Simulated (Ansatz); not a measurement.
## Ligand exchange: Si(CH3)(OH)3 + SiH3(OH) → Si(CH3)(OH)2(SiH3) + H2O2

Gas-phase species: Si(CH3)(OH)3, singlet; SiH3(OH) (silanol), singlet; Si(CH3)(OH)2(SiH3), singlet; H2O2 `OO`, singlet. The partners trade OH for SiH3: Si–OH and O–SiH3 bonds give way to Si–SiH3 and O–OH.

Shapes, held fixed at every level: PBE0-D4/def2-TZVP. Flexible molecules stand in one conformer, not always the lowest. Programs: Ansatz 0.2.0. Electronic energies: no zero-point or thermal term.

```csv
level,kind,ΔE (kJ/mol),less CCSD(T)/CBS estimate
r2SCAN-D4/def2-TZVPP,meta-GGA,+549.6,-16.9
B3LYP-D4/def2-TZVPP,global hybrid,+545.0,-21.5
PBE0-D4/def2-TZVPP,global hybrid,+532.6,-33.9
wB97M-V/def2-TZVPP,range-separated hybrid,+559.6,-6.9
wB97X-V/def2-TZVPP,range-separated hybrid,+545.5,-21.0
CCSD(T)/def2-TZVPP,coupled cluster or CI,+559.6,-6.9
CCSD(T)/CBS estimate,coupled cluster or CI,+566.5,0.0
```

The highest level, CCSD(T)/CBS estimate, gives ΔE = +566.5 kJ/mol; the levels span +532.6 to +566.5. The column of differences is taken from that level and isn't an error. No measured value is set beside it here. The CBS estimate extrapolates MP2 from def2-TZVPP and def2-QZVPP and adds CCSD(T) − MP2 in the triple-zeta set, cores frozen. CCSD(T)/CBS estimate lies outside the range of the other correlated levels here, so it shouldn't be taken on trust.
